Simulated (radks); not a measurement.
All-electron atom: Eu in [Xe] 4f7 6s2 (the NIST ground configuration).

Calculated with a radial shooting solver on a logarithmic mesh with Libxc functionals: Dirac Kohn-Sham, LDA (Slater exchange, Perdew-Wang correlation), spin-unpolarised, spherical densities, finite nucleus; open shells fill j = l - 1/2 first; Fermi nuclear charge, rms radius 5.1115 fm.

Energy parts (eV):
total: -295082.04
kinetic: 320728.90
electron-nucleus: -724295.09
Hartree: 114898.94
exchange-correlation: -6414.80

Orbitals (lengths in bohr, moments of r in powers of bohr; r(90%) holds 90 % of the orbital's charge):
orbital,occ.,eigenvalue (eV),r(90%),small-component weight
1s1/2,2,-48266.66,0.0404,5.49e-02
2s1/2,2,-7923.145,0.147,1.21e-02
2p1/2,2,-7520.433,0.130,1.22e-02
2p3/2,4,-6873.189,0.139,1.13e-02
3s1/2,2,-1742.603,0.367,3.81e-03
3p1/2,2,-1568.115,0.359,3.75e-03
3p3/2,4,-1436.243,0.377,3.51e-03
3d3/2,4,-1132.883,0.349,3.39e-03
3d5/2,6,-1104.158,0.355,3.33e-03
4s1/2,2,-345.2180,0.815,1.21e-03
4p1/2,2,-277.8193,0.844,1.13e-03
4p3/2,4,-248.5630,0.887,1.05e-03
4d3/2,4,-137.3569,0.976,8.83e-04
4d5/2,6,-132.1106,0.992,8.60e-04
5s1/2,2,-44.6454,2.00,2.52e-04
5p1/2,2,-26.5270,2.30,1.97e-04
5p3/2,4,-22.6898,2.46,1.74e-04
6s1/2,2,-3.7602,6.24,2.62e-05
4f5/2,6,-3.0782,1.71,4.69e-04
4f7/2,1,-2.4637,1.76,4.57e-04
5d3/2,0,-1.8180,5.44,4.99e-05
5d5/2,0,-1.6325,5.68,4.61e-05
6p1/2,0,-1.3918,8.54,1.36e-05
6p3/2,0,-1.1839,9.07,1.22e-05

The highest occupied level is 4f7/2 at -2.464 eV. For comparison, the ionisation energy in NIST's Atomic Spectra Database is 5.670 eV (measured). In exact Kohn-Sham theory the highest level is minus the ionisation energy, but local and semilocal functionals leave it too shallow, through self-interaction and a potential that decays too fast; potentials with the right tail come closer.

Beside tabulated values, note that spin-unpolarised runs miss the spin-polarisation part of the exchange energy of open shells.
